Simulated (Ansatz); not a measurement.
`[OH][GeH2][F]` and `[OH][GeH]([F])[SiH2]Cl` differ in one atom or group.

Ansatz, PBE0-D4/def2-TZVP geometries, multiplicity 1. Each molecule was computed in one conformer, which needn't be the lowest.

Scalar relativity is left out up to krypton.

```csv
property,`[OH][GeH2][F]`
HOMO energy (PBE/def2-TZVPP) / eV,-7.62
size of the dipole moment (ωB97M-V/def2-TZVPP) / D,1.96
HOMO–LUMO gap (B3LYP/def2-TZVPP) / eV,8.96
LUMO energy (PBE0/def2-TZVPP) / eV,0.27
LUMO energy (ωB97M-V/def2-TZVPP) / eV,1.95
LUMO energy (B3LYP/def2-TZVPP) / eV,-0.08
```

(1) What does the change do to each property? (An estimate is asked.)

Results:

(1) The calculation gave: 
| property | `[OH][GeH]([F])[SiH2]Cl` | shift |
| --- | --- | --- |
| HOMO energy (PBE/def2-TZVPP) / eV | -7.08 | 0.54 |
| size of the dipole moment (ωB97M-V/def2-TZVPP) / D | 2.51 | 0.55 |
| HOMO–LUMO gap (B3LYP/def2-TZVPP) / eV | 6.82 | -2.14 |
| LUMO energy (PBE0/def2-TZVPP) / eV | -1.16 | -1.43 |
| LUMO energy (ωB97M-V/def2-TZVPP) / eV | 0.65 | -1.30 |
| LUMO energy (B3LYP/def2-TZVPP) / eV | -1.35 | -1.27 |

With PBE0 the HOMO rises by 0.92 eV and the LUMO falls by 1.43 eV, so the gap narrows by about 2.35 eV. PBE moves the HOMO by 0.54 eV and ωB97M-V by 1.22 eV. Dipoles are sizes alone; their direction can turn.

B3LYP here is the variant with VWN-RPA as its local correlation; programs differ in this.
